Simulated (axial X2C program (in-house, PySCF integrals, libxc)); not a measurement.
**Potential curves of ScF, two-component**

Computed with an in-house all-electron X2C program for linear molecules (integrals from PySCF). Two-component (2c) means X2C with spin–orbit coupling and atomic mean-field two-electron Coulomb and Gaunt terms. Basis: Sc dyall-cv3z [10s11p7d5f2g], F dyall-av3z [7s6p3d2f] (cores contracted in-house); Gaussian nuclei, density fitting, unrestricted open shells. Masses: Sc 44.956 u, F 18.998 u.

State: Ω = 1 (⟨Sz⟩ = -1.00, ⟨Lz⟩ = 2.00 at PBE0). Energies in cm⁻¹ from the fragments at the same level (Sc + F). Fits are polynomials in 1 − R0/R over 0.85 to 1.23 times the lowest point R0.

```tsv
R (Å)	PBE0
1.6052	-41881
1.6789	-46085
1.7343	-47881
1.7896	-48792
1.8450	-49023
1.9096	-48646
1.9742	-47762
2.0572	-46120
2.1586	-43647
2.3062	-39641
```

One determinant describes the state; a PBE0 search over occupations chose it and may have missed a lower one. Dissociation energies refer to the lowest single-determinant-based atoms at the same level and basis. Density functionals use the spin component along the axis (collinear). In 2c an atomic determinant is not the ground J level, so De misses part of the atomic spin–orbit lowering. This holds for PBE0. PBE0 can misorder states that lie within some tenths of an eV, so this need not be the ground state of the molecule. The nearest other 2c determinant of the search, Ω = 3, lies 0.02 eV up at the distance of the search. The functionals have no current-density term, which raises determinants with orbital currents, atoms included. With several unpaired electrons one determinant need not be a pure state.

(1) What are Re, ωe and De at the PBE0 level?

## Answers

(1) At PBE0, 2c: Re = 1.839 Å, ωe ≈ 661 cm⁻¹, De = 6.08 eV to Sc + F; Be follows as 0.373 cm⁻¹.
